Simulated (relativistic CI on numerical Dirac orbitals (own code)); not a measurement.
# Ir⁵⁺: 4d photoemission

Computed with this model: Dirac-Coulomb-Breit CI, separate exchange-only KLI orbitals for each configuration, QED by a radiative potential, valence Slater integrals scaled by 0.8, multiplet model of photoemission in the sudden approximation; configurations [Xe] 4f14 5d4 → [Kr] 4d9 4f14 5s2 5p6 5d4; 300 K; Lorentzian 4.9 eV and Gaussian 0.6 eV FWHM. Energies are those of the free ion, without screening or charge transfer. The energies are binding energies and can lie tens of eV above those of solids. S is read from ⟨S²⟩ = S(S + 1).

free ion: ground-state S = 1.65, centroid 383.39 eV. Peaks (eV, height): 376.8 (100), 393.6 (65).

Strongest unbroadened transitions for free ion:

| Energy (eV) | Relative strength |
| --- | --- |
| 376.60 | 100.0 |
| 377.82 | 0.5 |
| 378.46 | 6.3 |
| 378.62 | 0.2 |
| 379.73 | 0.6 |
| 383.10 | 0.6 |
| 383.15 | 1.1 |
| 383.51 | 0.3 |
| 384.56 | 0.6 |
| 384.99 | 0.1 |
| 393.24 | 23.4 |
| 393.59 | 37.4 |
| 394.56 | 5.0 |
| 394.70 | 2.6 |
| 395.74 | 0.2 |
| 396.71 | 0.1 |
| 397.50 | 0.1 |
| 399.97 | 0.2 |
